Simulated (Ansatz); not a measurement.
Two members of one family (GaN nanocrystals, H-capped), computed with Ansatz in the gas phase. The two geometries come from different levels. A negative affinity means that the extra electron isn't bound at that geometry and level; within about 0.2 eV of zero the sign isn't settled. Binding counts from free atoms in the multiplicity of their measured ground term, without zero-point energy. Sets without diffuse functions give affinities that are too small. A dash marks a value that wasn't run or was left out as unsound. The structures are stationary points that may keep the symmetry of their start. Remarks come from the PBE and PBE0 runs and from stability tests at other levels; not every state was tested. A HOMO above zero means that the electron is unbound at that level and held by the basis, or that self-interaction error raises the level; the energy of removing that electron tells which. HOMO above LUMO (over both spins in singlets and doublets, within one spin in higher multiplets; at PBE or PBE0), or a gap under 0.15 eV within one spin, warns that the state may not be the lowest or that an electron is smeared out.

First: Ga12N12H32, cut from zinc blende (singlet, charge 0, PBE-D4/def2-SVP geometry).

Cartesian coordinates in Å:
```
N -1.7625 2.8747 1.5192
N 2.5150 0.2749 2.9498
N 1.1734 -2.6718 1.6455
N -3.2616 0.2671 0.3467
N -1.7345 -2.4751 0.4280
N -0.4257 0.0698 1.6739
N 0.6304 2.3632 -0.2964
N 2.1714 -0.3304 -0.2170
N -0.7908 -0.2300 -1.5228
N -2.1204 2.5858 -1.5843
N 0.8332 -2.9531 -1.3471
N 1.7895 -0.3242 -3.4350
Ga 0.5943 0.8547 3.1982
Ga -2.1952 0.8980 1.8552
Ga -0.9979 3.4593 -0.2088
Ga -0.6741 -1.8478 1.9583
Ga 3.3946 0.5174 1.1244
Ga 2.2005 -2.2407 -0.0408
Ga -3.6243 -1.7298 0.5751
Ga -2.5724 0.5889 -1.4515
Ga -1.0551 -2.1619 -1.3890
Ga 0.3725 0.3730 -0.0785
Ga 3.0522 0.2282 -1.9287
Ga -0.1500 0.2442 -3.3513
H -2.5702 3.4523 1.7944
H -1.0391 3.0657 2.2385
H 3.0603 0.9004 3.5641
H 2.6844 -0.6588 3.3509
H 1.0697 -3.6954 1.7224
H 1.7594 -2.4377 2.4607
H -4.2084 0.6728 0.4167
H -1.8944 -3.4889 0.5419
H 1.3295 2.6395 0.4147
H 1.1346 2.4855 -1.1919
H -2.9830 3.1187 -1.7662
H -1.5836 2.6325 -2.4721
H 0.7354 -3.9706 -1.2078
H 1.2181 -2.8876 -2.3008
H 1.8857 -1.3185 -3.6817
H 2.1723 0.1643 -4.2596
H 0.0910 0.2646 4.5809
H 0.6569 2.4480 2.9815
H -2.9006 0.8400 3.2651
H -0.8517 5.0181 -0.3696
H -1.1663 -2.3394 3.3733
H 4.7602 -0.2877 1.1895
H 3.3294 2.1024 0.9488
H 3.5386 -3.0713 -0.1154
H -4.1208 -1.9544 2.0641
H -4.4373 -2.2114 -0.6984
H -3.5750 0.2892 -2.6311
H -1.8373 -2.8962 -2.5435
H 3.0005 1.8178 -2.0434
H 4.3831 -0.6074 -2.1463
H -0.0684 1.8495 -3.4420
H -0.9349 -0.5703 -4.4608
```

```json
{"level": "PBE-D4/def2-SVP", "HOMO (eV)": "-6.03", "LUMO (eV)": "-1.10", "gap (eV)": "4.93", "vertical EA (eV)": "–", "binding per atom (eV)": "3.34"}
{"level": "PBE-D4/def2-TZVP", "HOMO (eV)": "-6.11", "LUMO (eV)": "-1.45", "gap (eV)": "4.66", "vertical EA (eV)": "0.14", "binding per atom (eV)": "3.30"}
{"level": "r2SCAN-D4/def2-TZVP", "HOMO (eV)": "-6.39", "LUMO (eV)": "-1.09", "gap (eV)": "5.30", "vertical EA (eV)": "–", "binding per atom (eV)": "3.27"}
{"level": "PBE0-D4/def2-SVP", "HOMO (eV)": "-7.28", "LUMO (eV)": "-0.26", "gap (eV)": "7.02", "vertical EA (eV)": "–", "binding per atom (eV)": "3.29"}
{"level": "PBE0-D4/def2-TZVP", "HOMO (eV)": "-7.32", "LUMO (eV)": "-0.63", "gap (eV)": "6.69", "vertical EA (eV)": "-0.26", "binding per atom (eV)": "3.26"}
```

Remarks: HOMO above zero (-1 doublet), gap within one spin near zero at PBE or PBE0 (-1 doublet).

Second: Ga13N13H30, cut from zinc blende (singlet, charge 0, r2SCAN-D4/def2-SVP geometry).

```xyz
56

Ga    0.767    1.746    1.626
Ga   -1.589    3.032   -0.403
Ga    1.515    3.753   -0.866
Ga    2.273    0.556   -0.899
Ga   -0.099    1.854   -2.903
Ga   -2.454    0.966    2.220
Ga   -0.131   -0.182    4.133
Ga    1.477   -1.344    1.513
Ga   -1.750   -2.091    2.107
Ga   -0.792   -0.168   -0.393
Ga    0.674   -1.504   -3.027
Ga   -0.114   -3.384   -0.639
Ga    2.987   -2.647   -1.099
N     0.108    3.219    0.477
N    -0.690    1.312    2.899
N    -2.898    2.517    1.028
N     0.880    0.186    0.437
N    -1.359    1.379   -1.458
N     1.566    2.067   -1.970
N     2.279   -1.034   -2.083
N     0.080    0.164   -3.970
N    -2.158   -0.532    0.967
N    -0.001   -1.680    2.789
N     1.509   -2.874    0.254
N    -1.493   -3.593    0.803
N    -0.644   -1.728   -1.573
H     2.077    2.147    2.374
H    -2.202    4.222   -1.209
H     2.888    3.930   -0.130
H     0.887    4.883   -1.771
H     3.700    0.865   -0.350
H    -0.622    2.973   -3.862
H    -3.653    0.752    3.198
H     1.297    0.125    4.701
H    -1.364   -0.499    5.066
H     2.843   -1.186    2.252
H    -2.908   -2.492    3.078
H     0.676   -2.670   -4.069
H    -0.159   -4.664   -1.536
H     4.311   -2.256   -0.356
H     2.901   -3.871   -2.091
H     0.065    4.046    1.085
H    -0.743    2.113    3.541
H    -3.029    3.337    1.630
H    -3.824    2.377    0.613
H    -2.262    1.188   -1.907
H     2.297    2.283   -2.659
H     3.020   -0.861   -2.774
H     0.754    0.347   -4.721
H    -0.793   -0.019   -4.474
H    -3.061   -0.724    0.520
H     0.309   -2.467    3.373
H     1.840   -3.677    0.802
H    -1.245   -4.430    1.344
H    -2.394   -3.842    0.383
H    -1.547   -1.919   -2.022
```

What does the change do? Estimate second minus first.


| level | Δ HOMO (eV) | Δ LUMO (eV) | Δ gap (eV) | Δ vertical EA (eV) | Δ binding per atom (eV) |
| --- | --- | --- | --- | --- | --- |
| PBE-D4/def2-SVP | 0.21 | -0.25 | -0.46 | – | 0.09 |
| PBE-D4/def2-TZVP | 0.20 | -0.30 | -0.50 | 0.29 | 0.09 |
| r2SCAN-D4/def2-TZVP | 0.19 | -0.27 | -0.47 | – | 0.08 |
| PBE0-D4/def2-SVP | 0.21 | -0.24 | -0.45 | – | 0.09 |
| PBE0-D4/def2-TZVP | 0.20 | -0.33 | -0.53 | 0.37 | 0.09 |

Remarks: HOMO above zero (-1 doublet).
